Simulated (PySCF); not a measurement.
(2S)-1-bromo-2-fluoropropane (C3H6BrF), SMILES C[C@H](F)CBr.

Coordinates come from a B3LYP-D3(BJ)/def2-SVP optimisation. One conformer was computed; it need not be the lowest.

Method: PySCF with TDA-PBE/def2-SVPD.

Vertical excitations. 

```tsv
state	energy (eV)	λ (nm)	f	main pairs
S1	5.73	216	0.001	HOMO→LUMO 97 %
S2	5.78	214	0.002	HOMO−1→LUMO 97 %
S3	6.67	186	0.000	HOMO−2→LUMO 99 %
S4	6.95	178	0.033	HOMO→LUMO+1 100 %
S5	7.03	176	0.042	HOMO−1→LUMO+1 99 %
S6	7.20	172	0.036	HOMO−3→LUMO 93 %
S7	7.41	167	0.001	HOMO→LUMO+2 100 %
S8	7.49	166	0.004	HOMO−1→LUMO+2 83 %, HOMO→LUMO+3 17 %
S9	7.61	163	0.022	HOMO→LUMO+3 80 %, HOMO−1→LUMO+2 16 %
S10	7.61	163	0.009	HOMO−1→LUMO+3 99 %
T1	5.08	244	0	HOMO→LUMO 99 %
T2	5.15	241	0	HOMO−1→LUMO 99 %
T3	6.53	190	0	HOMO−2→LUMO 96 %
T4	6.74	184	0	HOMO−3→LUMO 93 %
```
Triplets are in the Tamm–Dancoff approximation.
